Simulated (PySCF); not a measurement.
CH3Mg (SMILES [CH3][Mg]), doublet, at a GFN2-xTB geometry (such geometries of metal compounds can be far from the true shape) (the spin is typed, not shown lowest); SA2-CASSCF(5,7)/6-31G* (PySCF).

Input for PySCF:
```python
from pyscf import gto, scf, mcscf
import numpy

mol = gto.Mole()
mol.atom = '''
    Mg   -0.69844116   -0.41544249   -0.56530309
    C     0.83911434    0.49911685    0.67916091
    H     1.38690743   -0.26111309    1.24713351
    H     0.39746036    1.20199386    1.39437093
    H     1.56224005    1.04972799    0.06716722
'''
mol.basis = '6-31g*'
mol.spin = 1
mol.verbose = 4
mol.build()

mf = scf.ROHF(mol)
mf.kernel()
mc = mcscf.CASSCF(mf, 7, 5)
mc.fix_spin_(ss=0.75)
mc = mc.state_average_([0.5, 0.5])
mc.kernel()
```

It wrote (shortened):

```
PySCF version 2.14.0

[INPUT] verbose = 4
[INPUT] num. atoms = 5
[INPUT] num. electrons = 21
[INPUT] charge = 0
[INPUT] spin (= nelec alpha-beta = 2S) = 1
[INPUT] symmetry False subgroup None
[INPUT] Mole.unit = angstrom
[INPUT] Symbol           X                Y                Z      unit          X                Y                Z       unit  Magmom
[...]
nuclear repulsion = 33.9563905077887
number of shells = 20
number of NR pGTOs = 90
number of NR cGTOs = 38
basis = 6-31g*
ecp = {}

******** <class 'pyscf.scf.rohf.ROHF'> ********
method = ROHF
initial guess = minao
damping factor = 0
level_shift factor = 0
DIIS = <class 'pyscf.scf.diis.CDIIS'>
diis_start_cycle = 1
diis_space = 8
diis_damp = 0
SCF conv_tol = 1e-09
SCF conv_tol_grad = None
SCF max_cycles = 50
direct_scf = True
direct_scf_tol = 1e-13
num. doubly occ = 10  num. singly occ = 1
Set gradient conv threshold to 3.16228e-05
init E= -239.114424897679
[...]
cycle= 1 E= -239.144282545727  delta_E= -0.0299  |g|= 0.151  |ddm|= 1.21
[...]
cycle= 2 E= -239.16084165515  delta_E= -0.0166  |g|= 0.0525  |ddm|= 0.356
[...]
cycle= 3 E= -239.166922918919  delta_E= -0.00608  |g|= 0.0476  |ddm|= 0.135
[...]
cycle= 4 E= -239.16990122683  delta_E= -0.00298  |g|= 0.023  |ddm|= 0.0842
[...]
cycle= 5 E= -239.172106076654  delta_E= -0.0022  |g|= 0.0045  |ddm|= 0.147
[...]
cycle= 6 E= -239.172125303369  delta_E= -1.92e-05  |g|= 0.00171  |ddm|= 0.0178
[...]
cycle= 7 E= -239.172131722709  delta_E= -6.42e-06  |g|= 0.000422  |ddm|= 0.00825
[...]
cycle= 8 E= -239.172132043483  delta_E= -3.21e-07  |g|= 0.000112  |ddm|= 0.00171
[...]
cycle= 9 E= -239.172132065114  delta_E= -2.16e-08  |g|= 9.61e-06  |ddm|= 0.000423
[...]
cycle= 10 E= -239.172132065269  delta_E= -1.55e-10  |g|= 2.79e-06  |ddm|= 3.54e-05
[...]
Extra cycle  E= -239.172132065277  delta_E= -8.13e-12  |g|= 1.24e-06  |ddm|= 6.92e-06
converged SCF energy = -239.172132065277

******** <class 'pyscf.mcscf.addons.StateAverageCASSCF'> ********
CAS (3e+2e, 7o), ncore = 8, nvir = 23
max_cycle_macro = 50
max_cycle_micro = 4
conv_tol = 1e-07
conv_tol_grad = None
orbital rotation max_stepsize = 0.02
orbital rotation threshold for CI restart = 0.01
augmented hessian ah_max_cycle = 30
augmented hessian ah_conv_tol = 1e-12
augmented hessian ah_linear dependence = 1e-14
augmented hessian ah_level shift = 1e-08
augmented hessian ah_start_tol = 2.5
augmented hessian ah_start_cycle = 3
augmented hessian ah_grad_trust_region = 3
kf_trust_region = 3
kf_interval = 4
ci_response_space = 4
ci_grad_trust_region = 3
with_dep4 0
natorb = False
canonicalization = True
sorting_mo_energy = False
ao2mo_level = 2
internal_rotation = False
******** <class 'pyscf.mcscf.addons.StateAverageSpinPenaltyFCISolver'> ********
max. cycles = 50
conv_tol = 1e-08
davidson only = True
linear dependence = 1e-12
level shift = 0.001
max iter space = 12
nroots = 2
pspace_size = 400
spin = None
State-average over 2 states with weights [0.5, 0.5]
CASCI E = -239.122536536148  S^2 = 0.7500000
Set conv_tol_grad to 0.000316228
macro iter   1 ( 21 JK    4 micro), CASSCF E = -239.140171346031  dE = -1.76348099e-02  S^2 = 0.7500000
               |grad[o]|=0.0696  |ddm|=0.076  |maxRot[o]|=0.306
macro iter   2 ( 21 JK    4 micro), CASSCF E = -239.152553989784  dE = -1.23826438e-02  S^2 = 0.7500000
               |grad[o]|= 0.05  |ddm|=0.0114  |maxRot[o]|=0.304
macro iter   3 ( 21 JK    4 micro), CASSCF E = -239.159317091721  dE = -6.76310194e-03  S^2 = 0.7500000
               |grad[o]|=0.0219  |ddm|=0.0174  |maxRot[o]|=0.249
macro iter   4 ( 21 JK    4 micro), CASSCF E = -239.163051973932  dE = -3.73488221e-03  S^2 = 0.7500000
               |grad[o]|=0.0102  |ddm|=0.015  |maxRot[o]|=0.159
macro iter   5 ( 21 JK    4 micro), CASSCF E = -239.166263395496  dE = -3.21142156e-03  S^2 = 0.7500000
               |grad[o]|=0.00927  |ddm|=0.015  |maxRot[o]|=0.288
macro iter   6 ( 21 JK    4 micro), CASSCF E = -239.168513609984  dE = -2.25021449e-03  S^2 = 0.7500000
               |grad[o]|=0.00641  |ddm|=0.0146  |maxRot[o]|=0.253
macro iter   7 ( 21 JK    4 micro), CASSCF E = -239.171346721901  dE = -2.83311192e-03  S^2 = 0.7500000
               |grad[o]|=0.00449  |ddm|=0.0127  |maxRot[o]|=0.295
macro iter   8 ( 13 JK    4 micro), CASSCF E = -239.171842349817  dE = -4.95627916e-04  S^2 = 0.7500000
               |grad[o]|=0.00402  |ddm|=0.00619  |maxRot[o]|=0.123
macro iter   9 ( 16 JK    4 micro), CASSCF E = -239.171846919727  dE = -4.56990978e-06  S^2 = 0.7500000
               |grad[o]|=0.000557  |ddm|=0.00202  |maxRot[o]|=0.00776
macro iter  10 ( 11 JK    4 micro), CASSCF E = -239.171850109811  dE = -3.19008487e-06  S^2 = 0.7500000
               |grad[o]|=0.000208  |ddm|=0.0021  |maxRot[o]|=0.00908
macro iter  11 (  3 JK    1 micro), CASSCF E = -239.171850977972  dE = -8.68160242e-07  S^2 = 0.7500000
               |grad[o]|=0.00023  |ddm|=0.000736  |maxRot[o]|=0.00235
macro iter  12 (  3 JK    1 micro), CASSCF E = -239.171851852690  dE = -8.74718268e-07  S^2 = 0.7500000
               |grad[o]|=0.00021  |ddm|=0.000745  |maxRot[o]|=0.00239
macro iter  13 (  3 JK    1 micro), CASSCF E = -239.171852743785  dE = -8.91094743e-07  S^2 = 0.7500000
               |grad[o]|=0.000218  |ddm|=0.000752  |maxRot[o]|=0.0024
macro iter  14 (  3 JK    1 micro), CASSCF E = -239.171853651211  dE = -9.07426681e-07  S^2 = 0.7500000
               |grad[o]|=0.000216  |ddm|=0.000761  |maxRot[o]|=0.00243
macro iter  15 (  3 JK    1 micro), CASSCF E = -239.171854581244  dE = -9.30032854e-07  S^2 = 0.7500000
               |grad[o]|=0.000222  |ddm|=0.00077  |maxRot[o]|=0.00245
macro iter  16 (  3 JK    1 micro), CASSCF E = -239.171855524949  dE = -9.43704805e-07  S^2 = 0.7500000
               |grad[o]|=0.000225  |ddm|=0.000776  |maxRot[o]|=0.00247
macro iter  17 (  3 JK    1 micro), CASSCF E = -239.171856494811  dE = -9.69862327e-07  S^2 = 0.7500000
               |grad[o]|=0.000225  |ddm|=0.000785  |maxRot[o]|=0.00252
[...]
               |grad[o]|=0.000231  |ddm|=0.000799  |maxRot[o]|=0.00257
macro iter  20 (  3 JK    1 micro), CASSCF E = -239.171859527952  dE = -1.03397838e-06  S^2 = 0.7500000
               |grad[o]|=0.000232  |ddm|=0.000809  |maxRot[o]|=0.00262
macro iter  21 (  3 JK    1 micro), CASSCF E = -239.171860585799  dE = -1.05784693e-06  S^2 = 0.7500000
               |grad[o]|=0.000235  |ddm|=0.000818  |maxRot[o]|=0.00265
macro iter  22 (  3 JK    1 micro), CASSCF E = -239.171861659458  dE = -1.07365844e-06  S^2 = 0.7500000
               |grad[o]|=0.000239  |ddm|=0.000825  |maxRot[o]|=0.00267
macro iter  23 (  3 JK    1 micro), CASSCF E = -239.171862764290  dE = -1.10483276e-06  S^2 = 0.7500000
               |grad[o]|=0.000239  |ddm|=0.000835  |maxRot[o]|=0.00272
macro iter  24 (  3 JK    1 micro), CASSCF E = -239.171863887610  dE = -1.12331949e-06  S^2 = 0.7500000
               |grad[o]|=0.000245  |ddm|=0.000842  |maxRot[o]|=0.00274
macro iter  25 (  3 JK    1 micro), CASSCF E = -239.171865040088  dE = -1.15247823e-06  S^2 = 0.7500000
               |grad[o]|=0.000244  |ddm|=0.000853  |maxRot[o]|=0.00279
macro iter  26 (  3 JK    1 micro), CASSCF E = -239.171866213574  dE = -1.17348617e-06  S^2 = 0.7500000
               |grad[o]|=0.00025  |ddm|=0.00086  |maxRot[o]|=0.00281
macro iter  27 (  3 JK    1 micro), CASSCF E = -239.171867414631  dE = -1.20105702e-06  S^2 = 0.7500000
               |grad[o]|=0.000251  |ddm|=0.000868  |maxRot[o]|=0.00285
macro iter  28 (  3 JK    1 micro), CASSCF E = -239.171868640969  dE = -1.22633799e-06  S^2 = 0.7500000
               |grad[o]|=0.000254  |ddm|=0.000877  |maxRot[o]|=0.00289
macro iter  29 (  3 JK    1 micro), CASSCF E = -239.171869894100  dE = -1.25313073e-06  S^2 = 0.7500000
               |grad[o]|=0.000256  |ddm|=0.000901  |maxRot[o]|=0.00293
macro iter  30 (  3 JK    1 micro), CASSCF E = -239.171871186350  dE = -1.29224952e-06  S^2 = 0.7500000
               |grad[o]|=0.000261  |ddm|=0.000911  |maxRot[o]|=0.003
macro iter  31 (  3 JK    1 micro), CASSCF E = -239.171872507134  dE = -1.32078441e-06  S^2 = 0.7500000
               |grad[o]|=0.000263  |ddm|=0.000921  |maxRot[o]|=0.00304
macro iter  32 (  3 JK    1 micro), CASSCF E = -239.171873856709  dE = -1.34957548e-06  S^2 = 0.7500000
               |grad[o]|=0.000266  |ddm|=0.000931  |maxRot[o]|=0.00308
macro iter  33 (  3 JK    1 micro), CASSCF E = -239.171875235509  dE = -1.37879931e-06  S^2 = 0.7500000
               |grad[o]|=0.000269  |ddm|=0.00094  |maxRot[o]|=0.00312
macro iter  34 (  3 JK    1 micro), CASSCF E = -239.171876643989  dE = -1.40847979e-06  S^2 = 0.7500000
               |grad[o]|=0.000271  |ddm|=0.000949  |maxRot[o]|=0.00316
macro iter  35 (  3 JK    1 micro), CASSCF E = -239.171878082794  dE = -1.43880533e-06  S^2 = 0.7500000
               |grad[o]|=0.000274  |ddm|=0.000959  |maxRot[o]|=0.0032
macro iter  36 (  3 JK    1 micro), CASSCF E = -239.171879552765  dE = -1.46997112e-06  S^2 = 0.7500000
               |grad[o]|=0.000277  |ddm|=0.000969  |maxRot[o]|=0.00324
macro iter  37 (  3 JK    1 micro), CASSCF E = -239.171881054752  dE = -1.50198736e-06  S^2 = 0.7500000
               |grad[o]|=0.00028  |ddm|=0.00098  |maxRot[o]|=0.00329
macro iter  38 (  3 JK    1 micro), CASSCF E = -239.171882589575  dE = -1.53482225e-06  S^2 = 0.7500000
               |grad[o]|=0.000283  |ddm|=0.00099  |maxRot[o]|=0.00333
macro iter  39 (  3 JK    1 micro), CASSCF E = -239.171884158025  dE = -1.56845050e-06  S^2 = 0.7500000
               |grad[o]|=0.000286  |ddm|=0.001  |maxRot[o]|=0.00338
macro iter  40 (  3 JK    1 micro), CASSCF E = -239.171885760882  dE = -1.60285643e-06  S^2 = 0.7500000
               |grad[o]|=0.000289  |ddm|=0.00101  |maxRot[o]|=0.00342
macro iter  41 (  3 JK    1 micro), CASSCF E = -239.171887398921  dE = -1.63803921e-06  S^2 = 0.7500000
               |grad[o]|=0.000292  |ddm|=0.00102  |maxRot[o]|=0.00347
macro iter  42 (  3 JK    1 micro), CASSCF E = -239.171889072927  dE = -1.67400648e-06  S^2 = 0.7500000
               |grad[o]|=0.000295  |ddm|=0.00103  |maxRot[o]|=0.00352
macro iter  43 (  3 JK    1 micro), CASSCF E = -239.171890783702  dE = -1.71077517e-06  S^2 = 0.7500000
               |grad[o]|=0.000298  |ddm|=0.00104  |maxRot[o]|=0.00357
macro iter  44 (  3 JK    1 micro), CASSCF E = -239.171892532067  dE = -1.74836450e-06  S^2 = 0.7500000
               |grad[o]|=0.000301  |ddm|=0.00106  |maxRot[o]|=0.00362
macro iter  45 (  3 JK    1 micro), CASSCF E = -239.171894318860  dE = -1.78679269e-06  S^2 = 0.7500000
               |grad[o]|=0.000304  |ddm|=0.00107  |maxRot[o]|=0.00367
macro iter  46 (  3 JK    1 micro), CASSCF E = -239.171896144943  dE = -1.82608346e-06  S^2 = 0.7500000
               |grad[o]|=0.000307  |ddm|=0.00108  |maxRot[o]|=0.00372
macro iter  47 (  3 JK    1 micro), CASSCF E = -239.171898011197  dE = -1.86625400e-06  S^2 = 0.7500000
               |grad[o]|=0.00031  |ddm|=0.00109  |maxRot[o]|=0.00377
macro iter  48 (  3 JK    1 micro), CASSCF E = -239.171899918528  dE = -1.90733053e-06  S^2 = 0.7500000
               |grad[o]|=0.000313  |ddm|=0.0011  |maxRot[o]|=0.00383
macro iter  49 (  3 JK    1 micro), CASSCF E = -239.171901867861  dE = -1.94933295e-06  S^2 = 0.7500000
               |grad[o]|=0.000316  |ddm|=0.00111  |maxRot[o]|=0.00389
macro iter  50 (  3 JK    1 micro), CASSCF E = -239.171903860142  dE = -1.99228185e-06  S^2 = 0.7500000
               |grad[o]|=0.000319  |ddm|=0.00112  |maxRot[o]|=0.00394
1-step CASSCF not converged,  50 macro (307 JK  80 micro) steps
CASSCF canonicalization
Density matrix diagonal elements [1.97433244 1.88722489 0.57491963 0.50345583 0.01922219 0.03041332
 0.0104317 ]
CASSCF energy = -239.171903860142
CASCI E = -239.171903860142  E(CI) = -5.49770398597022  S^2 = 0.7500000
CASCI state-averaged energy = -239.171903860142
CASCI energy for each state
  State 0 weight 0.5  E = -239.216081281318 S^2 = 0.7500000
  State 1 weight 0.5  E = -239.127726438967 S^2 = 0.7500000
```

The run did not converge; its last values are not results.
